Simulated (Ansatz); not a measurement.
iminoborane (SMILES B=N), charge 0, multiplicity 1, relaxed at each level with Ansatz (a program for electronic structure); harmonic frequencies from differences of analytic forces, average atomic masses, frozen cores.

Question: Give the equilibrium geometry, the harmonic frequencies and the zero-point energy at r2SCAN/def2-TZVPP.

Answer: 
(charge 0, multiplicity 1):
```xyz
4

B      0.000     0.000    -0.693
N      0.000     0.000     0.543
H      0.000     0.000    -1.861
H      0.000     0.000     1.534
```
Frequencies (cm⁻¹): 450, 450, 744, 744, 1841, 2889, 3881. Zero-point energy 15.72 kcal/mol.

Question: Give the equilibrium geometry, the harmonic frequencies and the zero-point energy at CCSD(T)/cc-pVTZ.

Answer: 
(charge 0, multiplicity 1):
```xyz
4

B      0.000     0.000    -0.696
N      0.000     0.000     0.547
H      0.000     0.000    -1.866
H      0.000     0.000     1.538
```
Frequencies (cm⁻¹): 469, 469, 718, 718, 1813, 2873, 3883. Zero-point energy 15.65 kcal/mol.
